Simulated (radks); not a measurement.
Values are calculated unless marked as measured or tabulated.
Fractional charge and spin in the 6s shell of rhenium: the spin-up occupation runs from 0 to 1 and the spin-down occupation from 0 to 1; the fullest corner is Re, [Xe] 4f14 5d(up 2.5, down 2.5) 6s(up 1, down 1). Level of theory: scalar-relativistic Kohn-Sham, LDA (Slater exchange, Perdew-Wang correlation), spin-polarised, spherical densities, finite nucleus; Fermi nuclear charge, rms radius of each element as measured or else 0.836 A^(1/3) + 0.57 fm (a radial shooting solver on a logarithmic mesh with Libxc functionals). Energy (eV) above the fullest corner. The planes named below are the two flat planes that join the four corners, with an edge along up + down = one added electron.

\begin{tabular}{lrrrrr}
down \ up & 0 & 0.25 & 0.5 & 0.75 & 1 \\ \hline
0 & 26.171 & 21.290 & 16.860 & 12.877 & 9.338 \\
0.25 & 21.290 & 16.907 & 12.966 & 9.463 & 6.393 \\
0.5 & 16.860 & 12.966 & 9.504 & 6.471 & 3.860 \\
0.75 & 12.877 & 9.463 & 6.471 & 3.897 & 1.732 \\
1 & 9.338 & 6.393 & 3.860 & 1.732 & 0.000 \\
\end{tabular}

Corners above the fullest one (they belong to Re+ and the next ion): (up 1, down 0) 9.338 eV, (up 0, down 1) 9.338 eV, (up 0, down 0) 26.171 eV. With half an added electron in each spin the energy lies 0.167 eV from the planes, and with half an added electron in spin up alone -0.894 eV. The planes are only a guide here: the flat-plane condition holds for ground states with one frontier orbital, while this shell lies below other occupied shells, so the corners above the fullest one are inner-hole states and not the ground states of those ions.
